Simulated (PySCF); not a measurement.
Question: What does the GFN2-xTB structure of InChI=1S/C4H8O2Si/c5-4-3(2-7)1-6-4/h3H,1-2H2,7H3/t3-/m0/s1 look like in three dimensions?

Answer: 
```xyz
15
C4H8O2Si angstrom
O      0.890    1.522   -1.515
C      1.218    0.738   -0.684
O      2.386    0.647   -0.001
C      1.922   -0.476    0.772
C      0.576   -0.445    0.019
C     -0.681   -0.134    0.808
Si    -2.162    0.273   -0.330
H      2.555   -1.349    0.614
H      1.874   -0.226    1.832
H      0.422   -1.299   -0.642
H     -0.916   -0.992    1.442
H     -0.486    0.708    1.475
H     -2.365   -0.882   -1.209
H     -3.325    0.434    0.547
H     -1.913    1.488   -1.091
```

Any rigid rotation of these coordinates is as good. Atoms count from 1 in this order. The C–O distances run from 1.189 Å (O1=C2, drawn double) to 1.440 Å (O3–C4, drawn single), a spread of 0.251 Å. The 4-membered ring C2–O3–C4–C5 has internal angles of 82.7° to 94.5° (sum 360°, against 360° for a flat polygon); it is planar, 0.00 Å rms from its mean plane, widest ring torsion 1°. Of the pairs four or more bonds apart, O1···Si7 is among the closest relative to their van der Waals radii: 3.50 Å, 97 % of the sum of Bondi's values. Si7 (SiH3 silicon) is tetrahedral (angles from 106.4° to 111.6°).

Bonds between heavy atoms (Å): O1=C2 1.189, C2–O3 1.357, O3–C4 1.440, C4–C5 1.542, C5–C6 1.516, C6–Si7 1.912, C2–C5 1.518.

Structure optimised with GFN2-xTB, isolated species.

Point group: C1 (no symmetry element, even within 0.4 Å). Not checked by GFN2-xTB frequencies. One conformer, not necessarily the lowest (C4–C5–C6–Si7 166°).

The numbers are calculated, not measured.
